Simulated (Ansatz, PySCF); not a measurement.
Process, species as SMILES: CO[Si](C)(C)C [methoxy(trimethyl)silane] + O (H2O) + 3 [SiH4] (SiH4) → CO (CH4O) [methanol] + 3 C[SiH3] + O[SiH3] [hydroxysilane]
Structures are relaxed separately at B3LYP-D3(BJ)/def2-TZVP in Ansatz (a program for electronic structure), one conformer each, not searched for the lowest. Frequencies are from Ansatz or PySCF.

Property: bond separation energy (0 K, with B3LYP-D3(BJ) harmonic zero-point energies), in eV. Cores are frozen in the correlated levels unless marked. Spin-orbit coupling is left out. Non-relativistic. Basis-set limits of correlation are two-point, X^-3; Hartree-Fock from the larger set. The bracket is a focal-point correction in the basis named.

```tsv
level	program	bond separation energy (eV)	minus last row
HF/STO-3G	Ansatz	0.35	-0.07
HF/6-31G*	Ansatz	0.28	-0.14
HF/cc-pV(T+d)Z	Ansatz	0.22	-0.20
PBE-D4/def2-TZVPD	Ansatz + dftd4	0.43	0.01
revPBE-D3(BJ)/def2-TZVPD	Ansatz + dftd3	0.43	0.01
B97M-V/def2-TZVPD	Ansatz	0.41	-0.01
B3LYP/def2-TZVPD	Ansatz	0.28	-0.14
PBE0/STO-3G	Ansatz	0.34	-0.08
PBE0/def2-SVP	Ansatz	0.31	-0.11
BHLYP/def2-TZVPD	Ansatz	0.29	-0.13
r2SCANh/def2-TZVPD	Ansatz	0.38	-0.04
r2SCAN0-D4/def2-TZVPD	Ansatz + dftd4	0.42	0.00
wB97X/def2-TZVPD	Ansatz	0.36	-0.06
B2PLYP/def2-TZVPD	Ansatz	0.35	-0.07
PBE-QIDH/def2-TZVPD	Ansatz	0.38	-0.04
RI-MP2/CBS(cc-pV(T+d)Z,cc-pV(Q+d)Z)	Ansatz	0.41	-0.01
SCS-MP2/STO-3G	Ansatz	0.38	-0.04
CCSD/cc-pV(D+d)Z	Ansatz	0.42	0.00
CCSD(T)/6-31G	Ansatz	0.63	0.21
CCSD(T)/cc-pV(D+d)Z	Ansatz	0.45	0.03
RI-MP2/CBS(cc-pV(T+d)Z,cc-pV(Q+d)Z)+[CCSD(T)-MP2]/cc-pV(D+d)Z	Ansatz	0.42	0.00
```
